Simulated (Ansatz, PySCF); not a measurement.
Reaction R1 + R2 → P1, each structure at its B3LYP-D3(BJ)/def2-TZVP stationary point, reached from a drawn start (curvature not checked).
P1, H2O2S2 (SMILES OSSO) (charge 0, multiplicity 1):
```xyz
6

O      1.76342     0.64437    -0.24844
S      1.12708    -0.72954     0.48144
S     -0.52268    -1.23619    -0.48259
O     -1.82073    -0.45786     0.24854
H      1.43491     1.41477     0.23446
H     -1.98191     0.36455    -0.23342
```
R1: H2S (SMILES S), charge 0, multiplicity 1.
R2, SO2 (SMILES O=S=O) (charge 0, multiplicity 1):
```xyz
3

S      0.00000     0.00000     0.48775
O      0.00000     1.23859    -0.24383
O      0.00000    -1.23859    -0.24383
```

P less R. No zero-point or thermal terms. One arrangement of each flexible species, with no search for the lowest.

Cores are frozen in the correlated methods. CBS: X⁻³ extrapolation of the correlation energy, Hartree–Fock from the larger set.

The values were computed with Ansatz (a quantum-chemistry and plane-wave program) with Gaussian orbitals; PySCF for the D3/D4 terms. Each number belongs to the level named beside it.

PBE/def2-TZVPP gives 1.77 kcal/mol for the reaction energy.

### Question
Where do these levels fall relative to PBE: PBE-D3(BJ)/def2-TZVPP, r2SCAN/def2-TZVPP, B3LYP/def2-TZVPP, wB97M-V/def2-TZVPP, B2PLYP/def2-TZVPP, MP2/CBS(cc-pV(T+d)Z, cc-pV(Q+d)Z), CCSD(T)/CBS(cc-pV(T+d)Z, cc-pV(Q+d)Z).

### Answer
PBE-D3(BJ)/def2-TZVPP -1.50; r2SCAN/def2-TZVPP 1.58; B3LYP/def2-TZVPP 3.34; wB97M-V/def2-TZVPP 0.99; B2PLYP/def2-TZVPP 6.85; MP2/CBS(cc-pV(T+d)Z, cc-pV(Q+d)Z) 9.68; CCSD(T)/CBS(cc-pV(T+d)Z, cc-pV(Q+d)Z) 5.03 kcal/mol. 6 of 7 lie above PBE; the widest gap is to MP2/CBS(cc-pV(T+d)Z, cc-pV(Q+d)Z).
